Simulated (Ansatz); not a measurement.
Born–Oppenheimer molecular dynamics of a periodic cell of 17 atoms, CuSi16 (host Si, host structure diamond, interstitial Cu), cell charge +1. It goes on from the last frame of an earlier run, with new velocities.

Computed with Ansatz, DFT LDA, scalar-relativistic, plane waves, PAW. Settings: PAW set soft_1, cutoff 420 eV, k mesh 2x2x2, fermi-dirac smearing 0.02 eV, no spin polarisation.

| Item | Value |
| --- | --- |
| ensemble | NVE (velocity Verlet) |
| time step | 2 fs |
| steps asked | 300 |
| starting velocities drawn for | 840 K |
| seed | 330866 |

Frames 40 fs apart, positions in Å, forces in eV/Å.

Velocities at 100.0 fs (Å/ps):

```
Si 8.99 -3.69 2.87
Si 1.22 -2.50 0.68
Si -0.21 -0.95 -0.81
Si 1.41 8.03 -3.87
Si -5.00 -2.72 -0.83
Si -0.30 2.34 -1.94
Si 1.74 8.24 -4.46
Si 0.18 4.01 -6.49
Si 5.16 6.71 4.89
Si 2.17 -0.91 2.26
Si 1.22 -1.54 7.53
Si -6.96 -6.35 0.12
Si 2.83 -9.51 0.40
Si 3.07 -2.66 -2.03
Si 1.17 -0.03 4.87
Si -0.58 -0.13 0.62
Cu -7.12 0.74 -1.67
```

```xyz
17
Lattice="0.0000 5.4300 5.4300 5.4300 0.0000 5.4300 5.4300 5.4300 0.0000" Properties=species:S:1:pos:R:3:forces:R:3 time_fs=100.0 energy_less_start_eV=0.417 T=639
Si -0.058 0.094 0.095 0.44 -0.27 0.02
Si 1.407 1.507 1.217 -0.01 -0.27 0.06
Si 2.766 2.815 -0.217 -0.15 0.28 -0.44
Si 4.085 4.083 1.330 -1.17 0.48 -0.06
Si 2.554 -0.024 2.794 1.40 1.24 -0.88
Si 4.126 1.369 4.085 -0.80 -0.47 0.30
Si 5.376 2.532 2.469 0.11 0.71 1.00
Si 6.426 4.200 3.822 0.65 -1.88 1.00
Si 0.059 2.747 2.737 -0.14 0.24 -0.72
Si 1.197 4.005 4.283 1.16 0.82 -0.37
Si 2.754 5.492 3.004 0.35 -1.89 0.23
Si 4.349 6.759 4.102 -0.73 -0.13 1.25
Si 2.706 2.690 5.476 0.26 -0.18 0.89
Si 4.054 4.151 6.898 -0.94 -1.11 0.10
Si 5.564 5.272 5.646 -0.87 0.81 -1.19
Si 6.891 6.563 6.945 0.85 1.16 -1.27
Cu 2.864 2.573 2.648 -0.40 0.45 0.09
17
Lattice="0.0000 5.4300 5.4300 5.4300 0.0000 5.4300 5.4300 5.4300 0.0000" Properties=species:S:1:pos:R:3:forces:R:3 time_fs=140.0 energy_less_start_eV=0.250 T=720
Si 0.137 0.057 0.044 -0.89 -0.43 -0.44
Si 1.437 1.480 1.233 -0.64 -0.16 -0.30
Si 2.691 2.867 -0.269 0.40 -0.55 1.11
Si 3.843 4.298 1.238 1.56 -0.94 -0.72
Si 2.751 0.068 2.598 -0.79 -1.01 0.58
Si 4.135 1.272 4.014 0.73 0.50 -0.08
Si 5.351 2.812 2.466 0.08 -0.70 0.43
Si 6.635 4.066 3.989 -0.32 1.21 -1.14
Si 0.079 2.771 2.825 -0.03 -0.58 0.52
Si 1.562 3.950 4.400 -1.41 -0.56 0.10
Si 2.782 5.210 2.995 0.15 2.54 -0.07
Si 4.190 6.756 4.290 -0.22 0.32 -1.62
Si 2.866 2.461 5.605 0.02 -0.26 -0.90
Si 4.008 3.912 6.870 1.43 1.31 0.29
Si 5.436 5.367 5.533 0.83 -0.55 1.10
Si 6.956 6.667 6.947 -1.67 -0.79 0.55
Cu 2.597 2.679 2.607 0.76 0.65 0.59
17
Lattice="0.0000 5.4300 5.4300 5.4300 0.0000 5.4300 5.4300 5.4300 0.0000" Properties=species:S:1:pos:R:3:forces:R:3 time_fs=180.0 energy_less_start_eV=0.326 T=684
Si 0.076 -0.122 -0.170 0.12 1.08 -0.21
Si 1.255 1.343 1.237 0.43 -0.58 0.59
Si 2.649 2.725 -0.017 -0.30 0.75 -0.94
Si 4.069 4.173 1.141 -0.97 -0.24 1.58
Si 2.748 -0.050 2.572 0.97 0.88 -1.09
Si 4.268 1.301 3.850 -1.32 -0.74 0.91
Si 5.360 2.865 2.665 0.56 0.94 -0.54
Si 6.782 4.290 3.920 -0.26 -1.60 1.57
Si 0.123 2.603 2.906 -0.10 0.29 -0.14
Si 1.551 3.810 4.450 0.88 -0.20 -0.11
Si 2.768 5.539 2.843 -0.54 -1.88 -0.75
Si 4.076 6.778 4.167 0.64 -0.05 1.10
Si 3.013 2.255 5.646 -0.58 1.07 0.44
Si 4.329 3.947 6.893 -1.56 -0.86 -0.01
Si 5.477 5.363 5.548 -0.37 0.30 -1.32
Si 6.596 6.651 7.021 1.59 0.85 -0.36
Cu 2.472 2.920 2.654 0.81 0.01 -0.72
17
Lattice="0.0000 5.4300 5.4300 5.4300 0.0000 5.4300 5.4300 5.4300 0.0000" Properties=species:S:1:pos:R:3:forces:R:3 time_fs=220.0 energy_less_start_eV=0.348 T=672
Si -0.002 -0.095 -0.299 0.06 -0.72 0.90
Si 1.198 1.074 1.363 0.24 0.97 -0.51
Si 2.564 2.670 0.031 0.79 -0.81 1.04
Si 4.099 4.129 1.371 1.14 0.48 -1.46
Si 2.891 -0.073 2.417 -0.89 -0.37 1.43
Si 3.995 1.318 3.939 0.80 0.47 -0.37
Si 5.524 2.918 2.810 -0.67 -0.47 0.12
Si 6.970 4.180 4.145 -0.27 0.67 -1.09
Si 0.121 2.518 2.918 -0.19 -0.02 0.02
Si 1.674 3.767 4.457 -1.46 1.04 -0.54
Si 2.635 5.358 2.690 0.32 1.80 1.10
Si 4.000 6.701 4.221 -0.48 -0.09 -0.80
Si 2.943 2.381 5.767 0.29 -0.03 -1.24
Si 4.265 3.840 6.829 1.48 0.61 0.43
Si 5.441 5.397 5.420 0.38 -0.12 0.87
Si 6.699 6.870 6.872 -0.89 -1.62 0.69
Cu 2.527 3.148 2.531 -0.66 -1.80 -0.59
17
Lattice="0.0000 5.4300 5.4300 5.4300 0.0000 5.4300 5.4300 5.4300 0.0000" Properties=species:S:1:pos:R:3:forces:R:3 time_fs=260.0 energy_less_start_eV=0.079 T=803
Si -0.092 -0.035 -0.186 0.04 1.07 0.00
Si 1.283 1.123 1.380 0.09 -0.66 0.55
Si 2.750 2.493 0.215 -0.29 1.10 -1.63
Si 4.194 4.188 1.313 0.05 -0.67 1.46
Si 2.820 -0.186 2.697 0.78 0.28 -1.16
Si 4.011 1.401 3.944 -0.46 0.07 0.56
Si 5.506 2.777 2.890 0.54 0.87 -0.92
Si 7.064 4.114 4.232 -1.21 -1.23 0.47
Si 0.046 2.448 2.901 0.40 0.09 0.21
Si 1.380 4.019 4.221 0.83 -1.30 -0.05
Si 2.630 5.481 2.809 0.15 -1.47 -0.78
Si 3.914 6.652 4.184 1.99 0.05 0.72
Si 2.832 2.621 5.592 -0.47 0.19 0.33
Si 4.461 3.885 6.899 -1.92 0.40 -0.51
Si 5.512 5.394 5.470 -0.10 -0.41 -0.23
Si 6.697 6.694 6.934 0.28 1.71 -0.61
Cu 2.532 3.096 2.290 -0.68 -0.07 1.59
17
Lattice="0.0000 5.4300 5.4300 5.4300 0.0000 5.4300 5.4300 5.4300 0.0000" Properties=species:S:1:pos:R:3:forces:R:3 time_fs=300.0 energy_less_start_eV=-0.423 T=1044
Si -0.042 0.218 -0.036 -0.24 -0.49 -0.47
Si 1.451 1.030 1.516 0.17 0.42 -0.61
Si 2.922 2.641 0.008 0.80 -0.86 1.03
Si 4.296 4.175 1.480 -0.41 -0.09 -1.26
Si 2.838 -0.244 2.848 -0.58 0.50 1.06
Si 3.932 1.554 4.030 0.26 -0.45 0.03
Si 5.580 2.765 2.745 -1.28 -0.77 0.05
Si 6.835 3.797 4.258 0.89 1.60 -0.02
Si 0.047 2.462 2.787 -0.55 0.70 -0.67
Si 1.209 4.067 4.074 -0.10 0.72 0.13
Si 2.787 5.366 2.761 -0.20 1.09 0.34
Si 4.297 6.559 4.225 -0.97 -0.28 0.23
Si 2.591 2.888 5.487 0.66 -0.29 -0.54
Si 4.104 3.986 6.853 1.10 -0.77 0.22
Si 5.644 5.267 5.630 -0.45 0.14 -0.24
Si 6.844 6.889 6.811 0.64 -1.59 0.66
Cu 2.386 2.942 2.298 0.25 0.45 0.07
17
Lattice="0.0000 5.4300 5.4300 5.4300 0.0000 5.4300 5.4300 5.4300 0.0000" Properties=species:S:1:pos:R:3:forces:R:3 time_fs=340.0 energy_less_start_eV=0.447 T=625
Si -0.034 0.369 -0.011 0.10 -1.11 0.65
Si 1.681 1.051 1.366 -0.17 0.10 0.32
Si 3.155 2.546 0.080 -1.81 -0.39 -0.90
Si 4.214 4.117 1.260 0.94 0.46 1.25
Si 2.776 -0.135 3.132 -0.58 -0.71 -1.50
Si 3.942 1.527 4.123 0.26 0.86 -0.47
Si 5.433 2.542 2.631 1.19 0.96 0.17
Si 6.885 3.792 4.285 -0.27 -0.93 -0.12
Si -0.127 2.576 2.538 1.38 -1.01 1.63
Si 1.104 4.349 3.964 0.32 -0.91 -0.35
Si 2.888 5.465 2.806 0.44 -1.07 0.58
Si 4.423 6.493 4.258 0.41 0.28 -0.47
Si 2.545 2.961 5.310 -0.34 -0.16 0.60
Si 3.949 3.991 6.909 -0.33 0.94 -0.28
Si 5.680 5.143 5.796 0.03 0.32 -0.73
Si 7.130 6.705 6.823 -1.77 1.22 -0.67
Cu 2.251 2.910 2.389 0.20 1.16 0.28
17
Lattice="0.0000 5.4300 5.4300 5.4300 0.0000 5.4300 5.4300 5.4300 0.0000" Properties=species:S:1:pos:R:3:forces:R:3 time_fs=380.0 energy_less_start_eV=0.838 T=436
Si -0.022 0.152 0.084 -0.83 0.75 -0.65
Si 1.698 1.091 1.328 -1.12 -0.03 0.53
Si 2.962 2.397 -0.049 1.37 0.59 0.60
Si 4.268 4.021 1.395 -0.34 -0.54 -0.50
Si 2.587 -0.160 3.011 1.28 0.23 0.41
Si 4.040 1.608 3.994 -0.69 -1.05 0.77
Si 5.673 2.660 2.662 -1.82 -0.91 -0.98
Si 6.815 3.594 4.243 1.12 2.02 1.00
Si 0.051 2.516 2.711 -0.66 1.15 -1.57
Si 0.971 4.394 3.795 0.88 -0.17 1.20
Si 3.015 5.370 2.874 -1.16 0.86 -0.87
Si 4.571 6.559 4.186 -0.98 -0.98 0.83
Si 2.486 2.927 5.371 0.55 0.25 -0.31
Si 3.962 4.109 6.932 0.19 -1.28 -0.12
Si 5.684 5.106 5.676 -0.41 0.06 -0.05
Si 6.930 6.719 6.780 1.42 -0.60 0.14
Cu 2.229 3.100 2.512 1.20 -0.35 -0.43
17
Lattice="0.0000 5.4300 5.4300 5.4300 0.0000 5.4300 5.4300 5.4300 0.0000" Properties=species:S:1:pos:R:3:forces:R:3 time_fs=420.0 energy_less_start_eV=0.345 T=674
Si -0.299 0.174 0.045 1.40 -1.14 0.66
Si 1.354 1.171 1.472 1.08 -0.05 -0.58
Si 3.045 2.455 0.070 -1.76 -0.89 -0.63
Si 4.199 3.835 1.372 1.35 1.51 0.03
Si 2.843 -0.131 2.872 -1.64 -0.75 -0.80
Si 3.890 1.430 4.065 0.88 1.14 -0.59
Si 5.540 2.497 2.687 1.12 0.50 0.95
Si 7.016 3.881 4.283 -0.29 -1.05 -1.01
Si 0.001 2.662 2.616 0.63 -0.89 2.14
Si 1.229 4.220 4.133 -1.57 1.49 -0.40
Si 2.824 5.509 2.659 0.98 -1.15 1.64
Si 4.374 6.474 4.152 -0.18 0.79 -0.58
Si 2.588 2.909 5.330 0.23 -1.23 0.54
Si 4.000 3.862 6.846 0.19 1.54 -0.34
Si 5.598 5.135 5.610 0.22 0.18 -0.02
Si 7.048 6.682 6.696 -2.05 0.93 -0.58
Cu 2.424 3.231 2.550 -0.58 -0.93 -0.44
17
Lattice="0.0000 5.4300 5.4300 5.4300 0.0000 5.4300 5.4300 5.4300 0.0000" Properties=species:S:1:pos:R:3:forces:R:3 time_fs=460.0 energy_less_start_eV=0.316 T=689
Si -0.140 0.076 0.182 -1.04 1.27 -1.15
Si 1.321 1.269 1.451 -0.93 0.47 0.93
Si 2.691 2.386 0.084 1.82 1.33 -0.33
Si 4.407 3.884 1.413 -1.41 -1.08 0.74
Si 2.683 -0.153 2.548 1.65 -0.50 0.40
Si 4.001 1.359 3.888 -0.36 -0.71 0.88
Si 5.704 2.583 2.942 -1.72 -0.46 -1.73
Si 7.045 3.864 4.058 0.60 1.39 1.55
Si 0.056 2.692 3.070 -0.20 0.74 -1.59
Si 1.241 4.316 4.289 1.47 -1.28 -0.34
Si 2.704 5.445 2.749 -0.52 0.25 -0.89
Si 4.128 6.593 4.120 0.08 -0.19 0.55
Si 2.718 2.668 5.394 -0.37 0.68 0.18
Si 4.241 3.939 6.723 -0.59 -0.74 0.89
Si 5.563 5.228 5.368 0.05 -0.12 -0.27
Si 6.643 6.769 6.701 1.83 -0.52 0.08
Cu 2.532 3.163 2.518 -0.34 -0.55 0.12
17
Lattice="0.0000 5.4300 5.4300 5.4300 0.0000 5.4300 5.4300 5.4300 0.0000" Properties=species:S:1:pos:R:3:forces:R:3 time_fs=500.0 energy_less_start_eV=0.313 T=689
Si -0.178 0.119 0.082 1.50 -0.70 0.51
Si 1.157 1.445 1.582 0.67 -1.36 -1.01
Si 2.839 2.748 0.155 -1.22 -1.53 -1.08
Si 4.199 3.916 1.431 1.48 1.76 0.39
Si 2.881 -0.214 2.397 -1.25 0.76 0.81
Si 4.014 1.155 3.933 -0.37 1.29 -0.27
Si 5.539 2.626 2.814 0.72 -0.11 0.32
Si 7.090 4.093 4.126 -0.59 -0.74 -1.37
Si -0.026 2.859 3.079 0.48 -0.80 0.62
Si 1.563 4.166 4.363 -1.76 0.67 0.26
Si 2.611 5.402 2.671 0.90 -0.21 0.26
Si 3.967 6.675 4.126 0.22 0.39 -0.02
Si 2.788 2.638 5.532 0.40 -1.19 -0.37
Si 4.385 3.820 6.738 -0.47 0.80 -0.78
Si 5.492 5.302 5.227 -0.01 0.06 0.90
Si 6.726 6.646 6.705 -0.34 0.79 0.00
Cu 2.514 2.953 2.526 -0.36 0.14 0.82
17
Lattice="0.0000 5.4300 5.4300 5.4300 0.0000 5.4300 5.4300 5.4300 0.0000" Properties=species:S:1:pos:R:3:forces:R:3 time_fs=540.0 energy_less_start_eV=-0.066 T=872
Si 0.139 0.090 -0.057 -2.10 0.42 -0.04
Si 1.301 1.274 1.431 -0.21 1.53 -0.11
Si 2.686 2.747 0.056 0.16 0.86 0.32
Si 4.286 4.243 1.458 -0.49 -1.41 -0.71
Si 2.779 -0.023 2.486 0.60 -1.64 0.41
Si 4.026 1.294 3.932 1.30 -0.46 -0.26
Si 5.548 2.655 2.717 -0.95 0.30 -0.42
Si 6.850 4.063 3.900 0.52 0.54 1.45
Si 0.043 2.743 2.999 -0.46 0.07 -0.72
Si 1.493 4.062 4.456 1.08 -1.24 -1.53
Si 2.756 5.364 2.745 -0.56 0.41 0.47
Si 3.961 6.789 4.161 0.54 -0.18 0.07
Si 2.899 2.441 5.503 -0.79 1.21 0.74
Si 4.261 3.940 6.701 0.02 0.09 0.77
Si 5.447 5.412 5.324 0.39 -0.33 -0.17
Si 6.769 6.703 6.796 0.46 -0.86 -0.20
Cu 2.427 2.775 2.682 0.49 0.71 -0.08
```

Of the whole run (600 fs, mean temperature of the second half 728 K): The conserved energy stayed within 0.23 meV per atom of its start (net change 0.071 meV per atom), so the integration is sound. A run of 0.6 ps of so small a system gives no equilibrium averages. Limits of this set-up: coarse k mesh, PAW files made for another functional, charged cell in a uniform background, uncorrected.

Time of the run: 14 min on 1 thread of AMD EPYC 9B14 (Zen 4) (shared host), peak memory 0.68 GiB.
